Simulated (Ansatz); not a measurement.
System: CH8FNSi2 (charge 0, singlet). SMILES: N([SiH](C)F)[SiH3]
Coordinates optimised at B3LYP-D3(BJ)/def2-TZVP (Ansatz, a quantum-chemistry and plane-wave program):
```
N
H 1 1.0120
Si 1 1.7162 2 114.11
F 3 1.6128 1 111.12 2 89.38
Si 1 1.7339 2 114.90 3 173.44
H 3 1.4775 4 105.63 1 116.36
H 5 1.4781 1 107.66 2 -171.41
H 5 1.4824 7 109.53 1 -121.17
H 5 1.4833 7 109.04 8 -117.53
C 3 1.8549 6 113.42 4 -116.81
H 10 1.0912 3 111.39 6 177.36
H 10 1.0917 11 108.18 3 -122.11
H 10 1.0917 11 107.81 12 -116.87
```

Parts of the frozen-core correlation energy in aug-cc-pV(T+d)Z (Ansatz, hartree). Frozen orbitals: 13; correlated occupied orbitals by spin: 16 and 16; virtual: 403 and 403. No spin-orbit coupling. No relativistic terms.

```tsv
term	value
reference (HF)	-774.53784
MP2 opposite-spin	___
MP2 same-spin	-0.20256
CCSD correlation	___
(T)	___
T1 diagnostic	0.011
largest doubles amplitude	0.008
```

Q: Fill in the missing entries.

A: 
- MP2 opposite-spin, value: -0.70721
- CCSD correlation, value: -0.95824
- (T), value: -0.03439
